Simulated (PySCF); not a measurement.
Ge(F)(OSiH3)3, H9FGeO3Si3, SMILES [F][Ge]([O][SiH3])([O][SiH3])[O][SiH3] (GFN2-xTB optimised geometry):

```
17

F     -2.515    -0.668    -3.551
Ge    -0.921    -1.058    -3.027
O     -0.984    -1.026    -1.341
Si    -0.445    -0.259     0.000
O     -0.542    -2.592    -3.596
Si    -0.866    -4.165    -3.242
O      0.124     0.085    -3.687
Si     0.493     1.677    -3.544
H     -1.021    -1.111     1.037
H     -0.962     1.111     0.000
H      1.021    -0.259     0.000
H     -2.293    -4.416    -3.445
H      0.004    -4.806    -4.225
H     -0.481    -4.439    -1.855
H      1.465     1.799    -4.627
H      1.062     1.904    -2.210
H     -0.714     2.484    -3.729
```

Method: B3LYP/def2-SVP (PySCF 2.14.0).

### Question
What are the frontier orbital energies and the dipole moment?

### Answer
HOMO-2 -8.84 eV, HOMO-1 -8.76 eV, HOMO -8.68 eV, LUMO -0.65 eV, LUMO+1 0.28 eV; dipole moment 2.11 D.

Meta-Löwdin charges at B3LYP/def2-SVP: F1 -0.47, Ge2 1.53, O3 -0.79, Si4 0.79, O5 -0.77, Si6 0.79, O7 -0.78, Si8 0.78, H9 -0.11, H10 -0.13, H11 -0.13, H12 -0.12, H13 -0.11, H14 -0.12, H15 -0.11, H16 -0.13, H17 -0.12.
